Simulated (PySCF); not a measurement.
Values are calculated unless marked as measured or tabulated.
**SiF4(+)**

SiF4(+) is a small molecule, charge +1, doublet. The structure was relaxed in the gas phase by PBE0-D3(BJ)/def2-SVP. No frequency run checks that it is a minimum.

SMILES: F[Si](F)(F)F (charge +1)

```
atom   x (Å)   y (Å)   z (Å)
 Si1   0.147  -0.159  -0.005
  F2  -0.055  -1.235   1.086
  F3  -1.289   0.456  -0.596
  F4   0.068   1.403   0.590
  F5   1.228  -0.340  -1.096
```

EPR values by unrestricted B3LYP, IGLO-III on F Si.

Task: Predict g and the largest hyperfine couplings. Where does the spin sit?

Result: g = 2.0075, 2.0148, 2.0259. The spin sits on F4 (52 %, bonded to 1 Si), F3 (51 %, bonded to 1 Si) by Mulliken populations.
```tsv
atom	isotope	isotropic (MHz)	dipolar, principal values (MHz)
F4	19F	222.1	-943.8, -934.6, 1878.4
F3	19F	220.8	-932.9, -924.3, 1857.2
Si1	29Si	39.2	-0.2, 0.1, 0.1
F2	19F	-1.9	-8.8, -8.1, 17.0
F5	19F	-1.9	-8.8, -8.1, 16.9
```

Task: How do the isotropic couplings move with BHandHLYP?

Result: F4 222.1 to 343.8 MHz, F3 220.8 to 339.4 MHz, Si1 39.2 to 54.3 MHz, F2 -1.9 to -3.8 MHz.
